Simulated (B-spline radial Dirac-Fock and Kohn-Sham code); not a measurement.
# Binding energies of Au⁵²⁺ at several levels of theory

System: Au⁵²⁺, configuration [Ar] 3d9.

The density-functional columns are spherical, spin-unpolarised Dirac-Kohn-Sham results without Breit or QED terms: −ε is minus the orbital energy of the initial state and ΔSCF the difference of two total energies. The reference in the last column comes from Dirac-Fock ΔSCF + Breit + QED. All numbers are from a B-spline atomic structure program, in eV; a selection of levels is shown. For the 1s level of heavy atoms much of the gap between ΔSCF and the reference is the Breit and QED part, -434.5 eV here; for other levels the error of the functional can be larger.

```
     level   LDA −ε  LDA ΔSCF  Dirac-Fock
    K (1s)  83565.9   84215.7     83790.0
   L1 (2s)  17152.6   17303.9     17350.8
L2 (2p1/2)  16596.1   16781.7     16741.0
L3 (2p3/2)  14750.5   14911.9     14913.8
   M1 (3s)   6109.5    6173.5      6216.4
M2 (3p1/2)   5867.7    5935.4      5953.0
M3 (3p3/2)   5434.8    5497.6      5520.1
 M4,5 (3d)   4989.7    5060.8      5058.1
```

Values without a named source are computed, but for edge energies of neutral atoms, which are taken from tables.
